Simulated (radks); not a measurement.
The numbers below are computed, except where a source is named.
Effect of the nuclear size on the selenium ion Se3+, [Ar] 3d10 4s2 4p1. Code: a radial shooting solver on a logarithmic mesh with Libxc functionals. Model: Dirac Kohn-Sham, exchange-only LDA, spin-unpolarised, spherical densities, finite nucleus; open shells fill j = l - 1/2 first; Fermi nuclear charge, rms radius 4.14 fm. The rms radius is varied about that value; shifts are against it.

rms radius (fm)  total energy shift (eV)  density at nucleus (e/bohr^3)  1s1/2 shift (meV)  2s1/2 shift (meV)  3s1/2 shift (meV)  3p1/2 shift (meV)  4s1/2 shift (meV)
3.5149                            -0.130                      4.004e+04              -55.1              -5.47             -0.834              0.093             -0.091
3.8088                           -0.0712                      3.981e+04              -30.3              -3.00             -0.458              0.051             -0.050
4.14                                   0                      3.957e+04              0.000              0.000              0.000              0.000              0.000
4.3015                            0.0367                      3.947e+04               15.6               1.55              0.236             -0.026              0.026
4.5871                             0.105                      3.929e+04               44.6               4.42              0.674             -0.075              0.073

Slopes of the eigenvalues against <r^2> in GHz/fm^2, as finite differences over the two radii next to the reference (eigenvalue slopes, not the field-shift constants of lines): 1s1/2 2780, 2s1/2 275, 3s1/2 42.0, 3p1/2 -4.67, 4s1/2 4.58.
